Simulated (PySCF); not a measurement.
C₂H₃Cl₃, SMILES CC(Cl)(Cl)Cl.

Geometry optimised at ωB97X-D3(BJ)/def2-SVP.

Level of theory: ωB97X-D3(BJ)/def2-SVP (PySCF).

Frequencies are harmonic and unscaled.

Modes within 1.5 cm⁻¹ of each other (mostly degenerate sets) share a row, with their intensities summed.

Computed vibrational spectrum:
```
mode   ν (cm⁻¹)  IR (km/mol)  Raman (Å⁴/amu)  depolarisation  moving atoms (share of kinetic energy)
-----  --------  -----------  --------------  --------------  --------------------------------------
1–2         248          1.0             6.7            0.75                         Cl 78 %, C 15 %
3           311          0.0             0.0               –                                  H 99 %
4–5         353          0.9             4.5            0.75                 Cl 53 %, C 26 %, H 21 %
6           358          2.8             4.8            0.41                         Cl 71 %, C 26 %
7           555         11.7            11.5            0.00                  Cl 49 %, C 43 %, H 8 %
8–9         768        206.7            13.6            0.75                 C 66 %, H 19 %, Cl 15 %
10–11      1112        118.7             1.1            0.75                          H 57 %, C 42 %
12         1130         21.0             1.0            0.57                          C 85 %, H 14 %
13         1409         13.1             1.9            0.66                          H 75 %, C 25 %
14–15      1463          9.2            20.6            0.75                                  H 96 %
16         3091          1.6           116.6            0.00                                  H 97 %
17–18      3207          2.4           124.9            0.75                          H 90 %, C 10 %
```
